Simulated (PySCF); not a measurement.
Nb(O)2(OH) (HNbO3), SMILES [OH][Nb](=[O])=[O], multiplicity 1. Atoms are numbered in the order given.

```xyz
5

Nb    -0.1453     0.0402     0.1481
O     -0.7193    -1.4449    -0.4762
O     -0.5537     1.2713    -0.9682
O      1.7083     0.0345     0.6195
H      2.4747    -0.5372     0.5280
```
Charge 0, spin multiplicity 1.

Geometry: PBE0-D3(BJ)/def2-SVP. The spin state was assumed, not searched. The def2 effective core potentials stand for the cores of Nb; spin–orbit coupling is left out. One conformer was computed; it need not be the lowest.

Calculation: r2SCAN/def2-TZVPD in PySCF.

Gas-phase values at a fixed geometry.

```yaml
total_energy: -283.41932 hartree
highest_occupied_level: -6.90 eV
lowest_empty_level: -3.89 eV
orbital_gap: 3.01 eV
dipole_moment: 4.73 D
quadrupole, principal values (traceless, Buckingham form, about the centre of nuclear charge): -11.13, -2.86, 13.99 D·Å
mean_static_polarisability: 46.0 bohr³ (6.81 Å³)
polarisability_principal_values: 31.8, 51.9, 54.2 bohr³
```
